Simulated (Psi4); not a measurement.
Noncovalent pair: HCl (SMILES Cl) (first 2 atoms) with AsH3 (SMILES [AsH3]); geometry from B3LYP-D3(BJ)/def2-TZVP, rigid monomers moved along the line of their centres of mass till H2···As3 is 2.65 Å.
(charge 0, multiplicity 1):
```csv
atom,x (Å),y (Å),z (Å)
Cl,1.2079,0.5304,0.6571
H,0.7276,0.2800,1.8236
As,-0.2506,-0.2320,4.2292
H,-0.8242,0.8183,3.2823
H,-0.1504,-1.2673,3.1125
H,1.1778,0.2489,3.9896
```

The numbers are results of Psi4 with SAPT0/aug-cc-pVDZ, not measurements.

Q: Give the four SAPT terms and the total, and say what mostly holds the pair together.

A: electrostatics -104.1, exchange 318.1, induction -98.6, dispersion -136.3, total -20.8 meV; the largest attraction is dispersion.
